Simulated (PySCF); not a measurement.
PySCF job for Si(OMe)2 (C2H6O2Si), SMILES CO[Si]OC (connectivity only; charge and spin as stated), neutral, multiplicity 1, TDA-CAM-B3LYP/def2-SVPD. The structure is a stationary point at B3LYP-D3(BJ)/def2-SVP. Other conformers were not sampled.

```python
import numpy as np
from pyscf import gto, scf, dft, tdscf

mol = gto.M(
    atom='''
    Si   -1.01855382   -0.04179424    0.00000000
    O     0.40938857   -0.93604172   -0.00000000
    C     0.51163345   -2.34110100   -0.00000000
    H     1.06518311   -2.67933860   -0.89222451
    H     1.06518312   -2.67933861    0.89222452
    H    -0.47690136   -2.83914539    0.00000000
    O    -0.39638113    1.49791285   -0.00000000
    C     0.93102238    1.98852291    0.00000000
    H     1.08941776    2.61687211   -0.89221843
    H     1.08941775    2.61687211    0.89221843
    H     1.66745852    1.16969718   -0.00000000
    ''',
    basis='def2-SVPD',
    charge=0,
    spin=0,
    symmetry=True,
    max_memory=1600,
    verbose=4,
)
mf = dft.RKS(mol, xc='cam-b3lyp').density_fit(auxbasis='def2-universal-jkfit')
mf.grids.level = 3
mf.conv_tol = 1e-9
mf.max_cycle = 100
mf.kernel()
mf.grids = dft.Grids(mol).set(level=1).build(with_non0tab=True)  # coarser grid for the response kernel
td = tdscf.TDA(mf)
td.singlet = True
td.nstates = 10
td.conv_tol = 1e-4
td.positive_eig_threshold = 1e-6
td.kernel(x0=td.get_init_guess(mf, 15))
td.analyze()
tt = tdscf.TDA(mf)
tt.singlet = False
tt.nstates = 4
tt.conv_tol = 1e-4
tt.positive_eig_threshold = 1e-6
tt.kernel(x0=tt.get_init_guess(mf, 9))
tt.analyze(verbose=3)
```

Output:

```
PySCF version 2.14.0

[INPUT] verbose = 4
[INPUT] num. atoms = 11
[INPUT] num. electrons = 48
[INPUT] charge = 0
[INPUT] spin (= nelec alpha-beta = 2S) = 0
[INPUT] symmetry True subgroup None
[INPUT] Mole.unit = angstrom
[INPUT] Symbol           X                Y                Z      unit          X                Y                Z       unit  Magmom
[INPUT]  1 Si    -1.018553820000  -0.041794240000   0.000000000000 AA   -1.924787762930  -0.078979667184   0.000000000000 Bohr   0.0
[INPUT]  2 O      0.409388570000  -0.936041720000   0.000000000000 AA    0.773632275827  -1.768862491967   0.000000000000 Bohr   0.0
[INPUT]  3 C      0.511633450000  -2.341101000000   0.000000000000 AA    0.966847096666  -4.424039719945   0.000000000000 Bohr   0.0
[INPUT]  4 H      1.065183110000  -2.679338600000  -0.892224510000 AA    2.012904350412  -5.063216148976  -1.686059965524 Bohr   0.0
[INPUT]  5 H      1.065183120000  -2.679338610000   0.892224520000 AA    2.012904369310  -5.063216167873   1.686059984422 Bohr   0.0
[INPUT]  6 H     -0.476901360000  -2.839145390000   0.000000000000 AA   -0.901212958833  -5.365207214921   0.000000000000 Bohr   0.0
[INPUT]  7 O     -0.396381130000   1.497912850000   0.000000000000 AA   -0.749051776646   2.830645044967   0.000000000000 Bohr   0.0
[INPUT]  8 C      0.931022380000   1.988522910000   0.000000000000 AA    1.759377314041   3.757763692323   0.000000000000 Bohr   0.0
[INPUT]  9 H      1.089417760000   2.616872110000  -0.892218430000 AA    2.058701201637   4.945171590913  -1.686048475989 Bohr   0.0
[INPUT] 10 H      1.089417750000   2.616872110000   0.892218430000 AA    2.058701182740   4.945171590913   1.686048475989 Bohr   0.0
[INPUT] 11 H      1.667458520000   1.169697180000   0.000000000000 AA    3.151039926873   2.210407318876   0.000000000000 Bohr   0.0

nuclear repulsion = 228.077417780397
point group symmetry = Cs
symmetry origin: [-3.14954342e-09 -2.36215761e-09  3.93692939e-10]
symmetry axis x: [1.00000000e+00 7.76248360e-10 3.75595646e-10]
symmetry axis y: [ 7.76248360e-10 -1.00000000e+00  3.08180045e-10]
symmetry axis z: [-3.75595646e-10  3.08180036e-10  1.00000000e+00]
num. orbitals of irrep A' = 105
num. orbitals of irrep A" = 53
number of shells = 68
number of NR pGTOs = 228
number of NR cGTOs = 158
basis = def2-SVPD
ecp = {}


[settings echo left out]
init E= -519.72013374164
HOMO (A') = -0.283405780798924  LUMO (A") = -0.0675096903638264  gap/eV = 5.87483
cycle= 1 E= -519.317938595347  delta_E= 0.402  |g|= 0.861  |ddm|= 4.15
HOMO (A") = -0.218518680018987  LUMO (A") = 0.0152732190739262  gap/eV = 6.36180
cycle= 2 E= -519.153302603829  delta_E= 0.165  |g|= 1.29  |ddm|= 1.71
HOMO (A') = -0.309280230452763  LUMO (A") = -0.00593657698269068  gap/eV = 8.25440
cycle= 3 E= -519.461917191746  delta_E= -0.309  |g|= 0.0394  |ddm|= 0.927
HOMO (A') = -0.307692926977171  LUMO (A") = -0.00207401232500271  gap/eV = 8.31631
cycle= 4 E= -519.462297197366  delta_E= -0.00038  |g|= 0.0144  |ddm|= 0.0806
HOMO (A') = -0.308165535829824  LUMO (A") = -0.00216121456594554  gap/eV = 8.32680
cycle= 5 E= -519.462344578833  delta_E= -4.74e-05  |g|= 0.00568  |ddm|= 0.0268
HOMO (A') = -0.308167408559938  LUMO (A") = -0.00226398095590241  gap/eV = 8.32406
cycle= 6 E= -519.462351813153  delta_E= -7.23e-06  |g|= 0.00169  |ddm|= 0.00777
HOMO (A') = -0.308174025801436  LUMO (A") = -0.00225334294655077  gap/eV = 8.32453
cycle= 7 E= -519.462352345025  delta_E= -5.32e-07  |g|= 0.000769  |ddm|= 0.00276
HOMO (A') = -0.308137808482624  LUMO (A") = -0.00224521647288256  gap/eV = 8.32376
cycle= 8 E= -519.462352494965  delta_E= -1.5e-07  |g|= 0.000102  |ddm|= 0.00155
HOMO (A') = -0.308151045641716  LUMO (A") = -0.00225617197964789  gap/eV = 8.32382
cycle= 9 E= -519.462352498959  delta_E= -3.99e-09  |g|= 1.83e-05  |ddm|= 0.000359
HOMO (A') = -0.308147222582729  LUMO (A") = -0.00225246798817658  gap/eV = 8.32382
cycle= 10 E= -519.462352499136  delta_E= -1.77e-10  |g|= 4.58e-06  |ddm|= 8.99e-05
HOMO (A') = -0.308148004954845  LUMO (A") = -0.00225313894186563  gap/eV = 8.32382
Extra cycle  E= -519.462352499141  delta_E= -5e-12  |g|= 3.08e-06  |ddm|= 1.53e-05
converged SCF energy = -519.462352499141
tot grids = 41968
Overwritten attributes  positive_eig_threshold  of <class 'pyscf.tdscf.rks.TDA'>


******** <class 'pyscf.tdscf.rks.TDA'> for <class 'pyscf.df.df_jk.DFSymAdaptedRKS'> ********
nstates = 10 singlet
deg_eia_thresh = 1.000e-03
wfnsym = None
conv_tol = 0.0001
eigh lindep = 1e-12
eigh level_shift = 0
eigh max_cycle = 100


Excitation energies (eV)
[5.32345383 6.56114198 6.61574508 6.999562   7.33929241 7.6653365
 7.67705066 7.71891998 7.87615274 8.19562733]

** Singlet excitation energies and oscillator strengths **
Excited State   1:   A"      5.32345 eV    232.90 nm  f=0.1460
      20 -> 25        0.12050
      24 -> 25       -0.68543
Excited State   2:   A'      6.56114 eV    188.97 nm  f=0.0043
      23 -> 25        0.61075
      24 -> 26       -0.24502
      24 -> 27        0.15207
      24 -> 28       -0.14608
Excited State   3:   A"      6.61575 eV    187.41 nm  f=0.0005
      22 -> 25        0.69295
Excited State   4:   A'      6.99956 eV    177.13 nm  f=0.2323
      21 -> 25       -0.14799
      23 -> 25       -0.25982
      24 -> 26       -0.61125
      24 -> 29        0.11711
Excited State   5:   A'      7.33929 eV    168.93 nm  f=0.2019
      21 -> 25        0.25416
      23 -> 25       -0.15225
      24 -> 27        0.56433
      24 -> 29       -0.24076
Excited State   6:   A'      7.66534 eV    161.75 nm  f=0.0700
      21 -> 25        0.58054
      24 -> 26       -0.18891
      24 -> 27       -0.24785
      24 -> 28        0.17207
Excited State   7:   A"      7.67705 eV    161.50 nm  f=0.0598
      20 -> 25       -0.65509
      23 -> 26       -0.15416
      24 -> 25       -0.10562
Excited State   8:   A'      7.71892 eV    160.62 nm  f=0.3659
      21 -> 25       -0.18152
      24 -> 28        0.53231
      24 -> 29       -0.25073
      24 -> 30       -0.30042
Excited State   9:   A"      7.87615 eV    157.42 nm  f=0.0095
      20 -> 25        0.16369
      21 -> 26        0.17788
      23 -> 26       -0.61425
      23 -> 28       -0.14926
      23 -> 29        0.13109
Excited State  10:   A"      8.19563 eV    151.28 nm  f=0.0001
      21 -> 27        0.13162
      23 -> 27        0.62487
      23 -> 28       -0.17682
      23 -> 29       -0.13632

** Transition electric dipole moments (AU) **
state          X           Y           Z        Dip. S.      Osc.
  1         0.0000      0.0000     -1.0579      1.1191      0.1460
  2        -0.0839     -0.1394     -0.0000      0.0265      0.0043
  3         0.0000      0.0000      0.0535      0.0029      0.0005
  4        -0.0521      1.1628     -0.0000      1.3548      0.2323
  5         0.2119      1.0383     -0.0000      1.1229      0.2019
  6        -0.4291     -0.4341      0.0000      0.3725      0.0700
  7         0.0000     -0.0000     -0.5639      0.3179      0.0598
  8         1.3384     -0.3787     -0.0000      1.9347      0.3659
  9         0.0000     -0.0000      0.2221      0.0493      0.0095
 10         0.0000     -0.0000      0.0179      0.0003      0.0001

** Transition velocity dipole moments (imaginary part, AU) **
state          X           Y           Z        Dip. S.      Osc.
  1        -0.0000      0.0000     -0.0084      0.0001      0.0002
  2        -0.0515     -0.0149     -0.0000      0.0029      0.0079
  3        -0.0000      0.0000      0.0155      0.0002      0.0007
  4         0.0392      0.2098     -0.0000      0.0456      0.1181
  5         0.0772      0.2163     -0.0000      0.0527      0.1303
  6        -0.0289     -0.0557     -0.0000      0.0039      0.0093
  7         0.0000      0.0000     -0.0201      0.0004      0.0010
  8         0.3288     -0.0776     -0.0000      0.1141      0.2682
  9         0.0000      0.0000      0.0213      0.0005      0.0010
 10         0.0000     -0.0000     -0.0251      0.0006      0.0014

** Transition magnetic dipole moments (imaginary part, AU) **
state          X           Y           Z
  1        -0.2624      1.2653      0.0000
  2        -0.0000      0.0000      0.3407
  3         0.4322      0.1379     -0.0000
  4         0.0000     -0.0000      1.1901
  5         0.0000      0.0000      0.7693
  6        -0.0000      0.0000     -0.6498
  7        -0.1611      0.3204     -0.0000
  8        -0.0000     -0.0000     -0.5887
  9        -0.7625     -0.0744     -0.0000
 10         0.1336     -0.7627     -0.0000


******** <class 'pyscf.tdscf.rks.TDA'> for <class 'pyscf.df.df_jk.DFSymAdaptedRKS'> ********
nstates = 4 triplet
deg_eia_thresh = 1.000e-03
wfnsym = None
conv_tol = 0.0001
eigh lindep = 1e-12
eigh level_shift = 0
eigh max_cycle = 100


Excitation energies (eV)
[3.20252417 5.41530325 5.60708233 6.36162333]

** Triplet excitation energies and oscillator strengths **
Excited State   1:   A"      3.20252 eV    387.15 nm  f=0.0000
Excited State   2:   A'      5.41530 eV    228.95 nm  f=0.0000
Excited State   3:   A'      5.60708 eV    221.12 nm  f=0.0000
Excited State   4:   A'      6.36162 eV    194.89 nm  f=0.0000
```

Self-consistency was reached.

Cost: around 3 core-minutes (rough).
